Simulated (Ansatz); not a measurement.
ZnMeF (CH₃FZn), relaxed as a singlet with RKS PBE-D4/def2-TZVP in Ansatz, starting from the GFN2-xTB geometry. Force threshold 0.02 eV/Å.

Start:

```csv
atom,x (Å),y (Å),z (Å)
Zn1,0.9420,0.7311,-0.3015
C2,-0.5883,-0.4439,0.1792
H3,-1.4494,-0.2253,-0.4376
H4,-0.8688,-0.3001,1.2136
H5,-0.3273,-1.4844,0.0400
F6,2.2916,1.7226,-0.6937
```

Estimate the energy that the relaxation releases and the steps that it takes.

1.8 kcal/mol, in 4 steps; 11 s on 4 threads of Intel Xeon on a shared host. No frequencies were taken in this run, so the end may be a saddle point.

Does the start keep its bonding and symmetry?

By distances, no bond broke or formed. The bond that changes most is Zn1–C2, from 1.99 to 1.92 Å (atoms count from 1). Point group C3v at the start, C3v at the end, both within 0.05 Å.

Predict the relaxed structure.


```xyz
6

Zn    0.9062    0.6868   -0.2783
C    -0.5776   -0.4377    0.1774
H    -1.4392   -0.1986   -0.4598
H    -0.8570   -0.2829    1.2278
H    -0.3080   -1.4920    0.0317
F     2.2756    1.7245   -0.6988
```
Bond lengths: 1 × C–Zn 1.92 Å; 1 × F–Zn 1.77 Å; 3 × C–H 1.10 Å.
